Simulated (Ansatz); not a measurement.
Ansatz (a first-principles code) input:

Ansatz 0.2 input:
```yaml
crystal:
  periodic: [false, false, false]
  atoms:
    - {symbol: Si, position_ang: [-2.13123191, -0.14210073, 0.06557231]}
    - {symbol: Si, position_ang: [0.12863962, 0.06269911, -0.58938946]}
    - {symbol: Cl, position_ang: [1.15973439, -1.62466275, 0.04474960]}
    - {symbol: Cl, position_ang: [0.94610063, 1.72220185, 0.35416074]}
    - {symbol: H, position_ang: [-2.22692518, -0.28427031, 1.53733260]}
    - {symbol: H, position_ang: [-2.84496619, 1.07481563, -0.38119629]}
    - {symbol: H, position_ang: [-2.69101198, -1.33708735, -0.60417204]}
basis:
  gaussian:
    orbitals: def2-TZVPD
hamiltonian:
  xc: {name: r2SCAN}
magnetization: {spin_polarized: true, initial_magnetization: 1}
output: {forces: true}
```

**Question.** Which total energy does the run end on?

**Answer.** -1501.18134 Eh (r2SCAN/def2-TZVPD). The basis has 205 functions.

It need not be the lowest isomer of its formula.
